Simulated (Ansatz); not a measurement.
Reactions of `CO[Si](F)(S)Cl`.

Program: Ansatz. Geometries: PBE0-D4/def2-TZVP. ΔE: electronic, gas phase. CBS: MP2 limit from def2 TZ/QZ plus the TZ coupled-cluster correction, frozen cores. This one scheme is used for every species, atoms too. DFT in def2-TZVPP. No spin–orbit coupling; open shells (•) take unrestricted orbitals. Spin–orbit coupling would lower the free atoms: a little for Cl. Bonds to Se are less sure, by a few kJ/mol each and by 10 to 20 or more in all where they break to atoms, as the def2 sets lack core-valence functions. Scalar relativity is left out up to krypton. Each species was taken in one conformer, which may not be the lowest.

```csv
reaction,CCSD(T)/CBS(def2) (kJ/mol)
`CO[Si](F)(S)Cl` → Cl• + `CO[Si](F)S`•,495
`CO[Si](F)(S)Cl` + H–F → `CO[Si](F)(F)S` + HCl,?
`CO[Si](F)(S)Cl` + CH₃SH → `CO[Si](F)(Cl)SC` + H₂S,-1
`CO[Si](F)(S)Cl` + `NC1[SiH2]S1` → `CO[Si](N)(F)Cl` + `SC1[SiH2]S1`,?
`CO[Si](F)(S)Cl` + CH₃NH₂ → `CN[Si](F)(Cl)OC` + H₂S,-15
`CO[Si](F)(S)Cl` → `[SH]`• + `CO[Si](F)Cl`•,?
`CO[Si](F)(S)Cl` + H₂Se → `CO[Si](F)(Cl)[SeH]` + H₂S,1
`CO[Si](F)(S)Cl` + H₂ → `CO[SiH](F)S` + HCl,87
`CO[Si](F)(S)Cl` + H₂ → `CO[SiH](S)Cl` + H–F,130
`CO[Si](F)(S)Cl` + HCl → `CO[Si](S)(Cl)Cl` + H–F,48
```

**Question.** Fill in the missing values. (Estimate.)

**Answer.** Computed: `CO[Si](F)(S)Cl` + H–F → `CO[Si](F)(F)S` + HCl: -46.6 kJ/mol; `CO[Si](F)(S)Cl` + `NC1[SiH2]S1` → `CO[Si](N)(F)Cl` + `SC1[SiH2]S1`: -32.1 kJ/mol; `CO[Si](F)(S)Cl` → `[SH]`• + `CO[Si](F)Cl`•: +411.4 kJ/mol.

Largest T1 diagnostic: 0.014, for `CO[Si](F)S`•.
